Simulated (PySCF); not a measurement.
C8H5N5, SMILES C1N=C2N3C(=NC=C2)N=CC=C3N=1.

Geometry optimised at PBE-D3(BJ)/def2-SVP.

Computed with PBE0/def2-SVP (PySCF).

Symmetry labels are those of the subgroup C2v that the program uses (full group C2v).

### Question
List the valence orbital energies around the gap with their symmetry. (Estimate from the structure and the level; the computed values follow.)

### Answer

| orbital | symmetry | energy (eV) |
|---|---|---|
| HOMO−7 | B1 | -10.27 |
| HOMO−6 | A2 | -9.61 |
| HOMO−5 | A1 | -9.47 |
| HOMO−4 | B1 | -8.69 |
| HOMO−3 | B2 | -8.54 |
| HOMO−2 | A1 | -8.02 |
| HOMO−1 | B2 | -7.84 |
| HOMO | A2 | -6.26 |
| LUMO | B1 | -2.68 |
| LUMO+1 | A2 | -1.66 |
| LUMO+2 | B1 | -1.38 |
| LUMO+3 | B1 | 1.62 |
